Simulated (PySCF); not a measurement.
# How the method changes the constants of ZnSe

State: ¹Σ⁺ (singlet), closed shell. Set-up: basis Zn def2-TZVPP, Se def2-TZVPP; no relativity; PySCF 2.14. De refers to Zn + Se in their high-spin ground configurations, without counterpoise correction. A positive dipole means Zn(−)Se(+).

```json
{"Level": "RHF", "Re (Å)": "2.217", "ωe (cm⁻¹)": "311", "De (eV)": "-0.232", "μ (D)": "-6.91", "CPU s a point (SCF and correlation, without the integrals)": "1.7"}
{"Level": "RHF-MP2", "Re (Å)": "2.163", "ωe (cm⁻¹)": "345", "De (eV)": "1.32", "μ (D)": "n/a", "CPU s a point (SCF and correlation, without the integrals)": "3.3"}
{"Level": "RHF-SCS-MP2", "Re (Å)": "2.183", "ωe (cm⁻¹)": "332", "De (eV)": "1.13", "μ (D)": "n/a", "CPU s a point (SCF and correlation, without the integrals)": "n/a"}
{"Level": "RHF-CCSD", "Re (Å)": "2.196", "ωe (cm⁻¹)": "317", "De (eV)": "0.88", "μ (D)": "n/a", "CPU s a point (SCF and correlation, without the integrals)": "n/a"}
{"Level": "RHF-CCSD(T)", "Re (Å)": "2.194", "ωe (cm⁻¹)": "321", "De (eV)": "1.09", "μ (D)": "n/a", "CPU s a point (SCF and correlation, without the integrals)": "240"}
{"Level": "PBE", "Re (Å)": "2.189", "ωe (cm⁻¹)": "323", "De (eV)": "1.40", "μ (D)": "-4.52", "CPU s a point (SCF and correlation, without the integrals)": "3.9"}
{"Level": "revPBE", "Re (Å)": "2.202", "ωe (cm⁻¹)": "316", "De (eV)": "1.19", "μ (D)": "-4.61", "CPU s a point (SCF and correlation, without the integrals)": "2.7"}
{"Level": "PW91", "Re (Å)": "2.186", "ωe (cm⁻¹)": "324", "De (eV)": "1.42", "μ (D)": "-4.47", "CPU s a point (SCF and correlation, without the integrals)": "2.7"}
{"Level": "r²SCAN", "Re (Å)": "2.160", "ωe (cm⁻¹)": "342", "De (eV)": "1.39", "μ (D)": "-4.95", "CPU s a point (SCF and correlation, without the integrals)": "5.7"}
{"Level": "PBE0", "Re (Å)": "2.178", "ωe (cm⁻¹)": "331", "De (eV)": "1.24", "μ (D)": "-5.22", "CPU s a point (SCF and correlation, without the integrals)": "11"}
{"Level": "B97-3", "Re (Å)": "2.202", "ωe (cm⁻¹)": "319", "De (eV)": "1.11", "μ (D)": "-5.28", "CPU s a point (SCF and correlation, without the integrals)": "4.7"}
{"Level": "M06", "Re (Å)": "2.202", "ωe (cm⁻¹)": "303", "De (eV)": "0.85", "μ (D)": "-4.24", "CPU s a point (SCF and correlation, without the integrals)": "7.6"}
{"Level": "ωB97X", "Re (Å)": "2.175", "ωe (cm⁻¹)": "329", "De (eV)": "1.03", "μ (D)": "-5.40", "CPU s a point (SCF and correlation, without the integrals)": "9.9"}
```

The bond length runs from 2.160 Å (r²SCAN) to 2.217 Å (RHF). De spans -0.23 eV (RHF, mean field) to 1.42 eV (PW91, GGA). Correlation at CCSD(T) changes the Hartree–Fock bond energy by +1.32 eV; the triples alone change it by +0.21 eV.

Correlated steps freeze 14 core orbitals. Where the molecule has an RHF reference, its open-shell atoms are computed with UHF. A negative De means that the minimum lies above the separated atoms at that level.

The whole job (state search and all levels along the bond) took about 25 min on 2 threads of Arm Neoverse N1 (shared host), peak memory 4.4 GiB.
